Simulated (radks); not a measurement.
Problem. These are the eigenvalues of the occupied orbitals of an atom or ion with whole-number occupations (eV). Method: scalar-relativistic Kohn-Sham, PBE, spin-polarised, spherical densities, finite nucleus; Fermi nuclear charge, rms radius of each element as measured or else 0.836 A^(1/3) + 0.57 fm; computed with a radial shooting solver on a logarithmic mesh with Libxc functionals.

1s down: -78504.03
1s up: -78504.02
2s up: -13881.02
2s down: -13880.71
2p up: -12048.11
2p down: -12047.86
3s up: -3342.146
3s down: -3342.036
3p up: -2808.081
3p down: -2807.957
3d up: -2228.083
3d down: -2227.866
4s up: -801.5541
4s down: -801.2645
4p up: -626.2820
4p down: -626.0107
4d up: -413.1528
4d down: -412.8310
5s up: -205.9017
5s down: -203.6142
4f up: -176.1843
4f down: -175.6913
5p up: -158.1854
5p down: -155.3895
5d up: -101.0884

Which element is it, and in what charge state? The configuration may be excited. Open shells, if any, are filled with parallel spins first.

Solution. Z = 78, platinum, charge +7: Pt7+ in [Xe] 4f14 5d3. The list shows which subshells hold electrons but not how many an open one holds; the 1s level, -2885 hartree, gives Z - s = 76.0 by -(Z - s)^2/2, which with screening and relativity narrows Z to a few neighbours, and the depths of the outer levels then fix element, charge and occupations together.
